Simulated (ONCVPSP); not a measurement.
**Building the ONCV potential for Sn (PBE, scalar-relativistic).**

- Element: Sn (Z = 50)
- Generator: ONCVPSP 4.0.1
- Type: optimised norm-conserving Vanderbilt (ONCV)
- Functional: PBE
- Relativity: scalar-relativistic
- Frozen core: [Kr] 4d10
- Valence charge: 4
- Reference configuration: 5s1.5 5p2.5
- Partial waves: 5s: rc 1.85 bohr, ncon 4, nbas 7, qcut 3.3 1/bohr, local; 5p: rc 2.65 bohr, ncon 4, nbas 9, qcut 2.5 1/bohr, 3 projectors, debl 0.3 Ha
- Local potential: the s channel
- Core correction: Teter function, fcfact 1.5, rcfact 1.5

All-electron outer shells of the reference configuration (PBE, scalar-relativistic, ld1.x):

| shell | level (eV) | outermost node (bohr) | outermost maximum (bohr) |
| --- | --- | --- | --- |
| 4p | -90.48 | 0.41 | 0.79 |
| 4d | -26.59 | 0.39 | 0.88 |
| 5s | -10.99 | 0.98 | 2.01 |
| 5p | -4.01 | 1.09 | 2.52 |

Question: Estimate the cutoffs (Ha) at which the residual kinetic energy of the hardest occupied pseudo-wave falls to 1 and 0.1 mHa per electron.

Answer: 6.5 Ha and 29 Ha.

Question: Does the potential have ghost states?

Answer: No bound ghost flagged; GHOST(+) flagged for p at 100.3 eV.

Question: Tests: 5s2 5p2; 5s2 5p1; 5s2 5p0; 5s1 5p0. Which has the largest error in its energy relative to the reference configuration, and how large is it?

Answer: 5s1 5p0, with -278 meV (all-electron minus pseudo) on +48.34 eV.
